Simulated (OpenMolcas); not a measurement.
# Ge+: effect of the basis set

```
Program             : OpenMolcas
Method              : RASSCF
Active space        : 1 electron in 9 orbitals (RAS2 4p; RAS3 4d 5s, at most 1 electron)
State averaging     : 2S+1 = 2 odd, 3 roots; 2S+1 = 2 even, 6 roots
Spin-orbit coupling : state interaction with AMFI integrals over the reference wave functions, term energies averaged over their components
```

A. ANO-RCC-VQZP [7s6p4d2f1g], DKH2, point nucleus; cost roughly 10 core-seconds
B. ANO-R3 [7s6p5d4f2g], X2C, finite nucleus; cost roughly 25 core-seconds
C. ANO-RCC [10s9p8d5f2g], DKH2, point nucleus; cost of the order of 21 core-seconds

Energies in cm-1 above 4s2 4p 2P* 1/2, the measured ground level; measured values from NIST Handbook of Basic Atomic Spectroscopic Data.

| Level | A | B | C | Measured |
| --- | --- | --- | --- | --- |
| 4s2 4p 2P* 1/2 | 0.0 | 0.0 | 0.0 | 0.0 |
| 4s2 4p 2P* 3/2 | 1576 | 1575 | 1564 | 1767 |
| 4s2 5s 2S 1/2 | 64670 | 60654 | 60427 | 62403 |
| 4s2 4d 2D 3/2 | 95913 | 92822 | 74318 | 80837 |
| 4s2 4d 2D 5/2 | 96128 | 92946 | 74374 | 81013 |

Deviations, from unrounded energies. A percentage is the sum of absolute deviations over the sum of measured energies, with the sign that they share, or ± where signs differ.

```tsv
Against measurement	Levels	A	B	C
mean absolute deviation (cm-1)	4	8200	6500	3800
fine structure of the ground term (%)	1	-10.8	-10.9	-11.5
other configurations (%)	3	+14.5	±11.4	-6.7
```

C lies closest to measurement on these levels and A furthest from it. The largest miss of C in the table is 4s2 4d 2D 5/2, by -6600 cm-1. The ranking rests on the paired levels alone, and a cruder setting can come out closer through cancelling errors.

Among A to C the level of the table that moves most is 4s2 4d 2D 5/2, by 22000 cm-1 (lowest in C, highest in A).

ANO sets are built for valence states and can reach diffuse excited orbitals poorly, and with the s shell closed the s pⁿ⁺¹ terms that mix with these levels are absent. With one active electron the reference holds no correlation, so core polarisation is missing. Measured partners are found by configuration, term and J. A level has none where our copy of the source lacks it or the pairing is in doubt (some pairs that miss far off the trend of their configuration count as doubtful), and it then counts in no deviation. Only configurations of the active space appear.

* marks odd parity.
